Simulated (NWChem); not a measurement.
# SF₃ cation; SMILES F[S+](F)F

```xyz
4

F      0.3041    -1.3136    -0.2764
S      0.0000     0.0000     0.4492
F      0.9856     0.9201    -0.2764
F     -1.2896     0.3935    -0.2764
```
Atoms are numbered in this order, from 1.

The geometry was optimised at PBE0/def2-SVP.

Task: List the 4 lowest vertical singlet excitations and the 4 lowest triplet ones from PBE/def2-SVP, full TDDFT (NWChem).

Result: 
```csv
state,energy (eV),oscillator strength,leading excitation (squared amplitude)
S1,8.14,0.030,HOMO → LUMO (0.78)
S2,8.14,0.030,HOMO → LUMO+1 (0.78)
S3,8.81,0.036,HOMO−1 → LUMO+1 (0.71)
S4,8.81,0.036,HOMO−1 → LUMO (0.71)
T1,6.41,spin-forbidden,HOMO → LUMO (0.97)
T2,6.41,spin-forbidden,HOMO → LUMO+1 (0.97)
T3,8.03,spin-forbidden,HOMO−1 → LUMO (0.99)
T4,8.03,spin-forbidden,HOMO−1 → LUMO+1 (0.99)
```
